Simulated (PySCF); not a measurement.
Cl₃Nb, neutral, multiplicity 3. Atoms are numbered in the order given.

```xyz
4

Nb     0.0000     0.0000     0.0844
Cl     0.0000     2.0903     1.0099
Cl     0.0000    -2.0903     1.0099
Cl     0.0000     0.0000    -2.2234
```
Charge 0, spin multiplicity 3.

The structure is a stationary point at PBE-D3(BJ)/def2-SVP. A frequency run showed that this geometry is not a minimum. The spin state was assumed, not searched. The def2 effective core potentials stand for the cores of Nb; spin–orbit coupling is left out.

Level of theory: TDA-PBE/def2-SVPD (PySCF).

Vertical excitations. Gas-phase values at a fixed geometry.

```csv
state,energy (eV),λ (nm),f,main pairs
root 1,0.27,4662,0.000,α HOMO→LUMO 98 %
root 2,0.83,1496,0.000,α HOMO−1→LUMO 92 %
root 3,1.20,1035,0.000,α HOMO→LUMO+1 91 %
root 4,1.48,838,0.001,α HOMO→LUMO+2 100 %
root 5,1.92,647,0.002,α HOMO−1→LUMO+1 99 %
root 6,2.25,551,0.003,α HOMO−1→LUMO+2 100 %
root 7,3.61,343,0.000,α HOMO−2→LUMO 100 %
root 8,3.94,315,0.000,α HOMO→LUMO+3 99 %
root 9,3.94,315,0.001,α HOMO−3→LUMO 97 %
root 10,4.01,309,0.012,α HOMO→LUMO+4 97 %
```
Unrestricted roots are not spin-pure.
